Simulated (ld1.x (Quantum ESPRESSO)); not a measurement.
C: excitation energies, all-electron against TM

| Item | Value |
| --- | --- |
| Element | carbon |
| Generator | ld1.x (Quantum ESPRESSO) 7.5 |
| Type | norm-conserving Troullier–Martins (Kleinman–Bylander form) |
| Functional | revPBE |
| Relativity | non-relativistic |
| Frozen core | [He] |
| Valence charge | 4 |
| Reference configuration | 2s2 2p1 (charge +1) |
| Partial waves | 2p (bound): rc 1.70 bohr; 2s (bound): rc 0.90 bohr |
| Local potential | the s channel |
| Core correction | none |

Energies are relative to the spin-unpolarised reference configuration 2s2 2p1; without spin polarisation the order of configurations can differ from experiment. The frozen-core shift is the all-electron ΔE with the core orbitals held at their reference shape minus the fully relaxed ΔE.

(1) Give the all-electron excitation energy and the error of the potential for: 2s2 2p2; 2s2 2p0; 2s1 2p0; 2s1 2p3; 2s2 2p1.5; 2s1 2p2; 2s2 2p2.3.

Results:

(1)

```json
{"valence configuration": "2s2 2p2", "charge": "0", "ΔE all-electron (eV)": "-10.812", "error AE − PS (meV)": "+15", "frozen-core shift (meV)": "+0.2"}
{"valence configuration": "2s2 2p0", "charge": "+2", "ΔE all-electron (eV)": "24.080", "error AE − PS (meV)": "+92", "frozen-core shift (meV)": "+1.8"}
{"valence configuration": "2s1 2p0", "charge": "+3", "ΔE all-electron (eV)": "72.270", "error AE − PS (meV)": "+235", "frozen-core shift (meV)": "+12"}
{"valence configuration": "2s1 2p3", "charge": "0", "ΔE all-electron (eV)": "-2.273", "error AE − PS (meV)": "+53", "frozen-core shift (meV)": "+0.4"}
{"valence configuration": "2s2 2p1.5", "charge": "+0.5", "ΔE all-electron (eV)": "-6.872", "error AE − PS (meV)": "+6.4", "frozen-core shift (meV)": "+0.1"}
{"valence configuration": "2s1 2p2", "charge": "+1", "ΔE all-electron (eV)": "8.829", "error AE − PS (meV)": "+16", "frozen-core shift (meV)": "+0.4"}
{"valence configuration": "2s2 2p2.3", "charge": "-0.3", "ΔE all-electron (eV)": "-11.958", "error AE − PS (meV)": "+19", "frozen-core shift (meV)": "+0.3"}
```
